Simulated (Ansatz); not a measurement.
Two isomers of C2H8GeO: A = `[CH3][GeH2][CH2]O`, B = `C[CH](O)[GeH3]`.

Calculated with Ansatz (gas phase, PBE0-D4/def2-TZVP geometries, no zero-point term in ΔE). CCSD(T)/CBS adds triple-zeta CCSD(T) − MP2 to the extrapolated MP2 energy (def2 sets, frozen cores). DFT in def2-TZVPP. B3LYP here is the variant with VWN-RPA as its local correlation; programs differ in this. For Ge outer-core shells are correlated without core-valence functions, which leaves a few kJ/mol of doubt a bond. Scalar relativity is left out up to krypton. One conformer a species, not always the lowest.

A:

```xyz
12

C    -0.193   -1.184    1.174
Ge    0.970   -0.112    0.020
C    -0.166    0.959   -1.197
O    -1.180    1.671   -0.508
H    -0.832   -0.537    1.778
H     0.403   -1.795    1.852
H    -0.822   -1.847    0.578
H     1.837    0.822    0.886
H     1.895   -1.033   -0.802
H     0.450    1.707   -1.699
H    -0.585    0.313   -1.980
H    -1.776    1.037   -0.102
```

B:

Z-matrix (Å, degrees):
```
C
C 1 1.515
H 1 1.093 2 111.2
H 1 1.097 2 110.7 3 119.3
H 1 1.093 2 111.1 3 -120.9
O 2 1.419 1 112.1 3 180.0
Ge 2 1.977 1 112.4 3 61.1
H 2 1.100 1 109.2 3 -57.5
H 6 0.962 2 108.4 1 55.1
H 7 1.538 2 109.3 1 58.2
H 7 1.536 2 110.4 1 179.1
H 7 1.541 2 109.1 1 -60.9
```

Task: Which isomer does CCSD(T)/CBS put lower? Give the gap. (Best estimate.)

Result: Computed: A, by 18.0 kJ/mol.

Task: Give E(B) − E(A) in kJ/mol with PBE0-D4, LDA (SPW92), CCSD/def2-TZVPP, MP2/def2-TZVPP, B2PLYP, B3LYP, BLYP-D4. (Estimate.)

Result: Computed: PBE0-D4 18.5, LDA (SPW92) 10.9, CCSD/def2-TZVPP 19.6, MP2/def2-TZVPP 21.6, B2PLYP 20.2, B3LYP 20.0, BLYP-D4 19.2. None reverses the order clearly.

Task: Does the order hold for the free energy at 298.15 K (harmonic terms from PBE0-D4)? (Best estimate.)

Result: Computed: Yes: G(B) − G(A) = +16.6 kJ/mol, for one conformer each.

Largest T1 diagnostic: 0.011.

Leaving LDA and LC-ωPBE aside and taking each functional with its dispersion term where it has one, the values, not all of them listed here, spread over 5.8 kJ/mol, from B97M-V to B2PLYP. LDA lies −9.3 kJ/mol from PBE without D4. At CCSD(T), def2-SVP lies −13.2 kJ/mol from the extrapolated value and def2-TZVPP +1.7 kJ/mol.
